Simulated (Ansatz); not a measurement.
Basis-set series for CH4FNOSi, SMILES `C=N[SiH](O)F`. The species carries charge 0 and has multiplicity 1. All single points use the PBE0-D4/def2-TZVP geometry. It is one conformer, not always the lowest.

Cartesian coordinates in Å:
```
C 0.338 0.794 1.479
N 0.289 -0.252 0.781
Si 0.129 -0.333 -0.934
O -1.145 -1.279 -1.292
F -0.130 1.104 -1.578
H 0.284 1.812 1.068
H 0.441 0.727 2.569
H 1.371 -0.848 -1.532
H -1.576 -1.726 -0.562
```

| functional | basis | functions | energy (Eh) | HOMO (eV) | LUMO (eV) |
| --- | --- | --- | --- | --- | --- |
| PBE0-D4 | def2-SVP | 94 | -559.21731 | -7.44 | -1.16 |
| PBE0-D4 | def2-TZVPP | 222 | -559.66339 | -7.58 | -1.36 |
| ωB97M-V | def2-SVP | 94 | -559.51707 | -9.78 | 1.19 |
| ωB97M-V | def2-TZVPP | 222 | -559.97186 | -9.94 | 0.87 |

Q: Give the rows for def2-QZVPP. (Best estimate.)

A: Ansatz gave: 
| functional | basis | functions | energy (Eh) | HOMO (eV) | LUMO (eV) |
| --- | --- | --- | --- | --- | --- |
| PBE0-D4 | def2-QZVPP | 418 | -559.68947 | -7.61 | -1.43 |
| ωB97M-V | def2-QZVPP | 418 | -559.99626 | -9.97 | 0.74 |

Positive LUMOs are unbound and depend on the basis.
